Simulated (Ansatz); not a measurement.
The cluster CoSi2⁻, relaxed as a quintet with UKS PBE-D4/def2-TZVPD in Ansatz, starting from the PBE-D4/def2-TZVPD geometry of the charge -1 singlet. Force threshold 0.02 eV/Å.

The highest occupied level of the charge -1 quintet lies above zero (up to 1.41 eV). The electron is either unbound and held by the finite basis, or the level is raised by self-interaction error. At PBE-D4/def2-TZVPD a triplet of charge -1 lies 1.03 eV below the quintet, each at its own geometry. The structure comes from a short search, and lower isomers may exist.

Start:

```xyz
3

Co   -1.171    0.021   -0.134
Si    0.457    0.231    1.226
Si    0.714   -0.252   -1.092
```

Problem. Estimate the energy that the relaxation releases and the steps that it takes.

Solution. 0.03 eV, in 4 steps; 4.9 s on 4 threads of Intel Xeon Platinum 8375C on a shared host. No frequencies were taken in this run, so the end may be a saddle point.

Problem. Does the start keep its bonding and symmetry?

Solution. By distances, no bond broke or formed. The bond that changes most is Si2–Si3, from 2.38 to 2.44 Å (atoms count from 1). Point group C2v at the start, C2v at the end, both within 0.05 Å.

Problem. Predict the relaxed structure.

Solution. 
```
atom   x (Å)   y (Å)   z (Å)
 Co1  -1.194   0.021  -0.137
 Si2   0.466   0.236   1.254
 Si3   0.729  -0.257  -1.118
```
Bond lengths: 2 × Co–Si 2.18 Å; 1 × Si–Si 2.44 Å.
